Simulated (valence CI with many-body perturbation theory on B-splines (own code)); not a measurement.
## O⁺: electric-dipole lines

Method: configuration interaction combined with many-body perturbation theory (CI+MBPT): five valence electrons over a frozen Dirac-Fock core [He], radial functions for each j: 9 s, 9 p, 8 d, 6 f, 3 g, 1 h, with the one-electron correlation potential Σ1, the two-electron term Σ2, the three-electron term Σ3, Breit, model QED; selected CI, second order for the rest, scaled by the run's own slope (own B-spline code, finite nucleus).

Against 59 measured levels this calculation errs by 111 cm⁻¹ on average and by 352 at most. These come from a selection out of the NIST Handbook of Basic Atomic Spectroscopic Data. Levels without a partner in it may be off by more. Among the levels kept, up to 1700 cm⁻¹ of a level comes from second order outside the variational space, and about a tenth of that is noise between levels of different J, which matters for small intervals.

Lines 151 to 200 of 294 in falling wavelength, among levels below 242188 cm⁻¹, chosen from the strongest by gf and those to the six lowest levels. Wavelengths and rates use the calculated energies, so an error of 100 cm⁻¹ moves a line at 1076 Å by 0.11 % and its rate by three times that or more. Electric multipoles are in the length gauge, E1 and E2 with the static RPA response of the core. Weak lines are less certain than strong ones. Lines between different terms over intervals too small for the method are left out, as are lines whose strength nearly cancels.

Letters in brackets count levels of one name in rising energy.

| λ vac (Å) | λ from measured levels | Upper | Lower | A (s⁻¹) | S (a.u.) with core polarisation | S without |
| --- | --- | --- | --- | --- | --- | --- |
| 1076 | 1075 | 2s.2p4 4P_5/2 | 2s2.2p3 2D°_5/2 | 2.85e+03 | 1.05e-05 | 1.06e-05 |
| 1061 | 1059 | 2s2.2p2.3p 2P°_3/2 [a] | 2s.2p4 4P_5/2 | 6.57e+03 | 1.55e-05 | 1.55e-05 |
| 918.1 | 918.2 | 2s2.2p2.3p 2F°_7/2 | 2s.2p4 4P_5/2 | 8.85e+02 | 2.70e-06 | 2.70e-06 |
| 908.0 | 908.2 | 2s2.2p2.3p 2D°_5/2 [b] | 2s.2p4 4P_5/2 | 1.27e+03 | 2.83e-06 | 2.83e-06 |
| 834.1 | 834.5 | 2s.2p4 4P_5/2 | 2s2.2p3 4S°_3/2 | 8.59e+08 | 1.48e+00 | 1.48e+00 |
| 833.0 | 833.3 | 2s.2p4 4P_3/2 | 2s2.2p3 4S°_3/2 | 8.63e+08 | 9.85e-01 | 9.90e-01 |
| 832.5 | 832.8 | 2s.2p4 4P_1/2 | 2s2.2p3 4S°_3/2 | 8.63e+08 | 4.91e-01 | 4.94e-01 |
| 796.7 | 796.7 | 2s.2p4 2D_5/2 | 2s2.2p3 2P°_3/2 | 2.11e+08 | 3.16e-01 | 3.18e-01 |
| 796.7 | 796.6 | 2s.2p4 2D_3/2 | 2s2.2p3 2P°_3/2 | 2.92e+07 | 2.92e-02 | 2.94e-02 |
| 796.7 | 796.6 | 2s.2p4 2D_3/2 | 2s2.2p3 2P°_1/2 | 1.72e+08 | 1.72e-01 | 1.73e-01 |
| 718.4 | 718.6 | 2s.2p4 2D_5/2 | 2s2.2p3 2D°_3/2 | 1.31e+08 | 1.44e-01 | 1.45e-01 |
| 718.3 | 718.6 | 2s.2p4 2D_3/2 | 2s2.2p3 2D°_3/2 | 1.87e+09 | 1.37e+00 | 1.37e+00 |
| 718.3 | 718.5 | 2s.2p4 2D_5/2 | 2s2.2p3 2D°_5/2 | 1.92e+09 | 2.11e+00 | 2.12e+00 |
| 718.2 | 718.5 | 2s.2p4 2D_3/2 | 2s2.2p3 2D°_5/2 | 2.03e+08 | 1.48e-01 | 1.49e-01 |
| 692.5 | 690.8 | 2s2.2p2.3s 4P_1/2 | 2s2.2p3 2P°_3/2 | 1.51e+05 | 4.97e-05 | 4.96e-05 |
| 692.5 | 690.8 | 2s2.2p2.3s 4P_1/2 | 2s2.2p3 2P°_1/2 | 2.99e+03 | 9.79e-07 | 9.52e-07 |
| 691.9 | 690.3 | 2s2.2p2.3s 4P_3/2 | 2s2.2p3 2P°_3/2 | 1.01e+05 | 6.59e-05 | 6.56e-05 |
| 691.9 | 690.3 | 2s2.2p2.3s 4P_3/2 | 2s2.2p3 2P°_1/2 | 1.60e+04 | 1.05e-05 | 1.04e-05 |
| 691.2 | 689.5 | 2s2.2p2.3s 4P_5/2 | 2s2.2p3 2P°_3/2 | 1.20e+03 | 1.17e-06 | 1.18e-06 |
| 675.3 | 673.8 | 2s2.2p2.3s 2P_1/2 | 2s2.2p3 2P°_3/2 | 1.82e+08 | 5.54e-02 | 5.51e-02 |
| 675.3 | 673.8 | 2s2.2p2.3s 2P_1/2 | 2s2.2p3 2P°_1/2 | 3.62e+08 | 1.10e-01 | 1.09e-01 |
| 674.4 | 672.9 | 2s2.2p2.3s 2P_3/2 | 2s2.2p3 2P°_3/2 | 4.74e+08 | 2.87e-01 | 2.85e-01 |
| 674.4 | 673.0 | 2s2.2p2.3s 2P_3/2 | 2s2.2p3 2P°_1/2 | 9.59e+07 | 5.81e-02 | 5.78e-02 |
| 643.7 | 644.2 | 2s.2p4 2S_1/2 | 2s2.2p3 2P°_3/2 | 3.45e+09 | 9.08e-01 | 9.13e-01 |
| 643.7 | 644.2 | 2s.2p4 2S_1/2 | 2s2.2p3 2P°_1/2 | 1.77e+09 | 4.67e-01 | 4.69e-01 |
| 632.6 | 631.3 | 2s2.2p2.3s 4P_1/2 | 2s2.2p3 2D°_3/2 | 6.01e+05 | 1.50e-04 | 1.50e-04 |
| 632.1 | 630.9 | 2s2.2p2.3s 4P_3/2 | 2s2.2p3 2D°_3/2 | 1.53e+05 | 7.61e-05 | 7.60e-05 |
| 632.0 | 630.8 | 2s2.2p2.3s 4P_3/2 | 2s2.2p3 2D°_5/2 | 8.72e+05 | 4.34e-04 | 4.34e-04 |
| 631.4 | 630.2 | 2s2.2p2.3s 4P_5/2 | 2s2.2p3 2D°_3/2 | 2.09e+03 | 1.56e-06 | 1.55e-06 |
| 631.4 | 630.2 | 2s2.2p2.3s 4P_5/2 | 2s2.2p3 2D°_5/2 | 3.52e+04 | 2.62e-05 | 2.61e-05 |
| 618.2 | 617.1 | 2s2.2p2.3s 2P_1/2 | 2s2.2p3 2D°_3/2 | 3.31e+09 | 7.73e-01 | 7.72e-01 |
| 617.4 | 616.4 | 2s2.2p2.3s 2P_3/2 | 2s2.2p3 2D°_3/2 | 3.12e+08 | 1.45e-01 | 1.45e-01 |
| 617.3 | 616.3 | 2s2.2p2.3s 2P_3/2 | 2s2.2p3 2D°_5/2 | 3.00e+09 | 1.39e+00 | 1.39e+00 |
| 601.6 | 602.5 | 2s.2p4 2D_5/2 | 2s2.2p3 4S°_3/2 | 2.10e+03 | 1.36e-06 | 1.35e-06 |
| 601.2 | 600.6 | 2s2.2p2.3s 2D_5/2 | 2s2.2p3 2P°_3/2 | 4.69e+08 | 3.02e-01 | 3.02e-01 |
| 601.2 | 600.6 | 2s2.2p2.3s 2D_3/2 | 2s2.2p3 2P°_3/2 | 8.74e+07 | 3.75e-02 | 3.74e-02 |
| 601.2 | 600.6 | 2s2.2p2.3s 2D_3/2 | 2s2.2p3 2P°_1/2 | 3.95e+08 | 1.70e-01 | 1.69e-01 |
| 591.5 | 592.1 | 2s.2p4 2S_1/2 | 2s2.2p3 2D°_3/2 | 9.50e+05 | 1.94e-04 | 1.96e-04 |
| 580.6 | 581.0 | 2s.2p4 2P_3/2 | 2s2.2p3 2P°_3/2 | 1.37e+09 | 5.29e-01 | 5.32e-01 |
| 580.6 | 581.0 | 2s.2p4 2P_3/2 | 2s2.2p3 2P°_1/2 | 2.75e+08 | 1.06e-01 | 1.07e-01 |
| 580.1 | 580.4 | 2s.2p4 2P_1/2 | 2s2.2p3 2P°_3/2 | 6.22e+08 | 1.20e-01 | 1.21e-01 |
| 580.1 | 580.4 | 2s.2p4 2P_1/2 | 2s2.2p3 2P°_1/2 | 1.06e+09 | 2.05e-01 | 2.06e-01 |
| 555.5 | 555.1 | 2s2.2p2.3s 2D_5/2 | 2s2.2p3 2D°_3/2 | 7.97e+07 | 4.05e-02 | 4.03e-02 |
| 555.5 | 555.1 | 2s2.2p2.3s 2D_3/2 | 2s2.2p3 2D°_3/2 | 1.01e+09 | 3.40e-01 | 3.39e-01 |
| 555.4 | 555.1 | 2s2.2p2.3s 2D_5/2 | 2s2.2p3 2D°_5/2 | 1.04e+09 | 5.26e-01 | 5.24e-01 |
| 555.4 | 555.1 | 2s2.2p2.3s 2D_3/2 | 2s2.2p3 2D°_5/2 | 9.63e+07 | 3.26e-02 | 3.24e-02 |
| 540.2 | 539.9 | 2s2.2p2.3s 4P_1/2 | 2s2.2p3 4S°_3/2 | 9.76e+08 | 1.52e-01 | 1.51e-01 |
| 539.9 | 539.5 | 2s2.2p2.3s 4P_3/2 | 2s2.2p3 4S°_3/2 | 9.74e+08 | 3.03e-01 | 3.02e-01 |
| 539.4 | 539.1 | 2s2.2p2.3s 4P_5/2 | 2s2.2p3 4S°_3/2 | 9.76e+08 | 4.54e-01 | 4.52e-01 |
| 537.9 | 538.3 | 2s.2p4 2P_3/2 | 2s2.2p3 2D°_3/2 | 6.14e+08 | 1.89e-01 | 1.90e-01 |
